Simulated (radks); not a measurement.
Values are calculated unless marked as measured or tabulated.
Numerical settings for neutral germanium, [Ar] 3d10 4s2 4p2. Code: a radial shooting solver on a logarithmic mesh with Libxc functionals. Model: non-relativistic Kohn-Sham, PBEsol, spin-unpolarised, spherical densities, point nucleus. The defaults (mesh step 0.008 in ln r, mesh end at 40 bohr or more with all orbitals vanishing there, Anderson mixing 0.5 over 9 steps, residual threshold near 1e-9 with the energy settled to 1e-9 hartree or 1e-11 of itself, here a cap of 62 iterations) give E = -2075.1353 hartree and 4p at -3.933 eV in 15 iterations. Run on one thread of a shared host, so times are rough (Arm Neoverse V1): 0.1 s of CPU time, 0.1 s wall, 15 iterations on 2669 mesh points. Changes against that run (0 stands for a change within the tolerance of the run):

setting                    iterations         converged  E (mhartree)  e(4p) (meV)  CPU (s)
mesh step in ln r 0.05             15               yes      +0.00102            0     0.03
mesh step in ln r 0.2               4                no      diverged            -     0.01
mesh step in ln r 0.02             15               yes             0            0     0.05
mesh end (bohr) 1                  13  level above zero     +1.33e+05    +7.15e+05     0.06
mesh end (bohr) 12                 15               yes       +0.0492        +5.88     0.09
residual threshold 0.1              9               yes             0      -0.0886     0.07
residual threshold 1e-05           10               yes             0      +0.0267     0.08
mixing 0.05                        28               yes             0            0     0.19
linear mixing, mixing 0.5          30               yes             0            0     0.15
linear mixing, mixing 1            62                no     +2.48e+05    +3.96e+03      1.2
mixing history 3                   18               yes             0            0     0.11
iteration cap 8                     8                no             0      -0.0886     0.06

Settled on a wrong energy, with an occupied level pushed above zero by the early mesh end: mesh end (bohr) 1 (+133 hartree). Apart from these: no run marked as converged misses the energy by more than 1 mhartree. A mesh that ends early acts as a hard wall.
